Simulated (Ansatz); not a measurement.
SiMe2(SiMe3)2 (C₈H₂₄Si₃). Charge 0, multiplicity 1. Geometry PBE-D4/def2-SVP; atoms count from 1.

```xyz
35

Si   -0.059    0.975    0.232
C    -1.675    1.996    0.271
H    -2.550    1.367    0.010
H    -1.634    2.837   -0.452
H    -1.850    2.423    1.280
C     1.404    2.111    0.703
H     1.491    2.961   -0.005
H     2.363    1.554    0.687
H     1.271    2.530    1.723
Si    0.249    0.120   -1.945
C     1.566   -1.253   -1.942
C    -1.395   -0.597   -2.580
C     0.811    1.510   -3.116
H     1.754   -1.622   -2.973
H     1.243   -2.118   -1.327
H     2.531   -0.888   -1.532
H    -1.769   -1.402   -1.916
H    -2.177    0.189   -2.631
H    -1.275   -1.022   -3.599
H     0.065    2.331   -3.151
H     1.777    1.945   -2.788
H     0.943    1.128   -4.151
Si   -0.201   -0.795    1.785
C    -1.379   -2.145    1.145
C     1.526   -1.547    2.050
C    -0.852   -0.147    3.452
H    -1.491   -2.959    1.893
H    -0.998   -2.597    0.207
H    -2.388   -1.734    0.937
H     1.950   -1.932    1.100
H     2.232   -0.791    2.453
H     1.484   -2.390    2.771
H    -0.184    0.637    3.865
H    -1.865    0.293    3.344
H    -0.915   -0.967    4.199
```

Question: Estimate the Mulliken populations of the heavy atoms from the PBE0/def2-TZVP orbitals of Ansatz.

Answer: 
```json
{"atom": "Si1", "charge (e)": "0.17"}
{"atom": "C2", "charge (e)": "-0.49"}
{"atom": "C6", "charge (e)": "-0.49"}
{"atom": "Si10", "charge (e)": "0.24"}
{"atom": "C11", "charge (e)": "-0.48"}
{"atom": "C12", "charge (e)": "-0.48"}
{"atom": "C13", "charge (e)": "-0.49"}
{"atom": "Si23", "charge (e)": "0.24"}
{"atom": "C24", "charge (e)": "-0.48"}
{"atom": "C25", "charge (e)": "-0.48"}
{"atom": "C26", "charge (e)": "-0.49"}
```
Mulliken values depend strongly on the basis.

Question: And the Mayer bond orders between heavy atoms (over 0.3)?

Answer: Si1–C2 0.97 (1.91 Å); Si1–C6 0.97 (1.91 Å); Si1–Si10 0.96 (2.36 Å); Si1–Si23 0.96 (2.36 Å); Si10–C11 0.97 (1.90 Å); Si10–C12 0.98 (1.90 Å); Si10–C13 1.00 (1.90 Å); Si23–C24 0.97 (1.90 Å); Si23–C25 0.98 (1.90 Å); Si23–C26 1.00 (1.90 Å).
